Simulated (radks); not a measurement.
The numbers below are computed, except where a source is named.
Effect of the nuclear size on the copper ion Cu20+, [He] 2s2 2p5. Level of theory: Dirac Kohn-Sham, exchange-only LDA, spin-unpolarised, spherical densities, finite nucleus; open shells fill j = l - 1/2 first; Fermi nuclear charge, rms radius 3.8823 fm (a radial shooting solver on a logarithmic mesh with Libxc functionals). The rms radius is varied about that value; shifts are against it.

rms radius (fm) = 3.1447: total energy shift (eV) -0.0667; density at nucleus (e/bohr^3) 2.219e+04; 1s1/2 shift (meV) -28.7; 2s1/2 shift (meV) -2.90; 2p1/2 shift (meV) 0.222; 2p3/2 shift (meV) 0.235; 3s1/2 (empty) shift (meV) -0.719; 3p1/2 (empty) shift (meV) 0.050
rms radius (fm) = 3.6727: total energy shift (eV) -0.0203; density at nucleus (e/bohr^3) 2.201e+04; 1s1/2 shift (meV) -8.72; 2s1/2 shift (meV) -0.883; 2p1/2 shift (meV) 0.067; 2p3/2 shift (meV) 0.072; 3s1/2 (empty) shift (meV) -0.219; 3p1/2 (empty) shift (meV) 0.015
rms radius (fm) = 3.8823: total energy shift (eV) 0; density at nucleus (e/bohr^3) 2.195e+04; 1s1/2 shift (meV) 0.000; 2s1/2 shift (meV) 0.000; 2p1/2 shift (meV) 0.000; 2p3/2 shift (meV) 0.000; 3s1/2 (empty) shift (meV) 0.000; 3p1/2 (empty) shift (meV) 0.000
rms radius (fm) = 4.0725: total energy shift (eV) 0.0194; density at nucleus (e/bohr^3) 2.189e+04; 1s1/2 shift (meV) 8.31; 2s1/2 shift (meV) 0.842; 2p1/2 shift (meV) -0.064; 2p3/2 shift (meV) -0.068; 3s1/2 (empty) shift (meV) 0.209; 3p1/2 (empty) shift (meV) -0.015
rms radius (fm) = 4.6471: total energy shift (eV) 0.0832; density at nucleus (e/bohr^3) 2.174e+04; 1s1/2 shift (meV) 35.7; 2s1/2 shift (meV) 3.62; 2p1/2 shift (meV) -0.276; 2p3/2 shift (meV) -0.293; 3s1/2 (empty) shift (meV) 0.896; 3p1/2 (empty) shift (meV) -0.063

Slopes of the eigenvalues against <r^2> in GHz/fm^2, as finite differences over the two radii next to the reference (eigenvalue slopes, not the field-shift constants of lines): 1s1/2 1330, 2s1/2 135, 2p1/2 -10.3, 2p3/2 -10.9, 3s1/2 (empty) 33.4, 3p1/2 (empty) -2.34.
